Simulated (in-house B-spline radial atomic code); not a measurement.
RPA and G0W0 for In²⁺, [Kr] 4d10 5s1, highest spin, as one setting changes: the share of exact exchange in the PBE hybrid start. A dash marks a level of low quasi-particle weight. Computed with an all-electron radial atomic-structure program (B-spline basis): all electrons, scalar-relativistic (spin-free one-electron X2C), finite nucleus, each spin shell either full or empty, empty states to l = 9 with an (l + 1/2)⁻⁴ tail; G0W0 by contour deformation at full frequency.

RPA overbinds a lone outer s electron by self-correlation, and G0W0 tends to as well.

```json
{"share of exact exchange in the PBE hybrid start": "0", "mean-field level (eV)": "-24.135", "G0W0 level (eV)": "5s up -28.764", "RPA correlation (Eh)": "-3.7098"}
{"share of exact exchange in the PBE hybrid start": "0.1", "mean-field level (eV)": "-24.470", "G0W0 level (eV)": "5s up -28.711", "RPA correlation (Eh)": "-3.6754"}
{"share of exact exchange in the PBE hybrid start": "0.2", "mean-field level (eV)": "-24.803", "G0W0 level (eV)": "5s up -28.658", "RPA correlation (Eh)": "-3.6422"}
{"share of exact exchange in the PBE hybrid start": "0.3", "mean-field level (eV)": "-25.135", "G0W0 level (eV)": "5s up -28.604", "RPA correlation (Eh)": "-3.61"}
{"share of exact exchange in the PBE hybrid start": "0.4", "mean-field level (eV)": "-25.466", "G0W0 level (eV)": "5s up -28.550", "RPA correlation (Eh)": "-3.5788"}
{"share of exact exchange in the PBE hybrid start": "0.5", "mean-field level (eV)": "-25.795", "G0W0 level (eV)": "5s up -28.496", "RPA correlation (Eh)": "-3.5486"}
{"share of exact exchange in the PBE hybrid start": "0.6", "mean-field level (eV)": "?", "G0W0 level (eV)": "?", "RPA correlation (Eh)": "?"}
{"share of exact exchange in the PBE hybrid start": "0.7", "mean-field level (eV)": "-26.449", "G0W0 level (eV)": "5s up -28.390", "RPA correlation (Eh)": "-3.4908"}
{"share of exact exchange in the PBE hybrid start": "0.8", "mean-field level (eV)": "?", "G0W0 level (eV)": "?", "RPA correlation (Eh)": "?"}
{"share of exact exchange in the PBE hybrid start": "0.9", "mean-field level (eV)": "-27.096", "G0W0 level (eV)": "5s up -28.285", "RPA correlation (Eh)": "-3.436"}
{"share of exact exchange in the PBE hybrid start": "1", "mean-field level (eV)": "-27.418", "G0W0 level (eV)": "5s up -28.234", "RPA correlation (Eh)": "-3.4097"}
```

(1) What belongs in the row for 0.6?

(2) What belongs in the row for 0.8?

Results:

(1) mean-field level (eV): -26.123; G0W0 level (eV): 5s up -28.443; RPA correlation (Eh): -3.5193.

(2) mean-field level (eV): -26.773; G0W0 level (eV): 5s up -28.337; RPA correlation (Eh): -3.463.
